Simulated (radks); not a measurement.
Q: These are the eigenvalues of the occupied orbitals of an atom or ion with whole-number occupations (hartree). Method: scalar-relativistic Kohn-Sham, LDA (Slater exchange, Perdew-Wang correlation), spin-polarised, spherical densities, point nucleus; computed with a radial shooting solver on a logarithmic mesh with Libxc functionals.

orbital  eigenvalue
1s         -7.04582
2s         -0.71334

Which element is it, and in what charge state? The configuration may be excited. Open shells, if any, are filled with parallel spins first.

A: Z = 5, boron, charge +1: B+ in [He] 2s2. The 1s level, -7.0458 hartree, gives Z - s = 3.8 by -(Z - s)^2/2, which with screening and relativity narrows Z to a few neighbours, and with so few levels the electron count can be read from the list.
